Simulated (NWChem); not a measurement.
Si2NH6OF; SMILES N[Si@@H](F)[SiH2]O

Computed with NWChem. Pople sets run with spherical d functions. Each level has its own optimisation; frequencies are unscaled. One conformer.

| level | r N–Si (Å) | r H–N (Å) | r F–Si (Å) | r Si–Si (Å) | highest harmonic frequency (cm⁻¹) | lowest (cm⁻¹) | zero-point energy (kcal/mol) | dipole (D) |
|---|---|---|---|---|---|---|---|---|
| Hartree-Fock/STO-3G | 1.737 | 1.022 | 1.626 | 2.267 | 4244 | 37 | 52.8 | 1.49 |
| Hartree-Fock/3-21G | 1.723 | 1.001 | 1.644 | 2.348 | 3965 | 50 | 46.7 | 2.08 |
| B3LYP/6-31G* | 1.721 | 1.013 | 1.635 | 2.347 | 3797 | 47 | 44.0 | 2.26 |
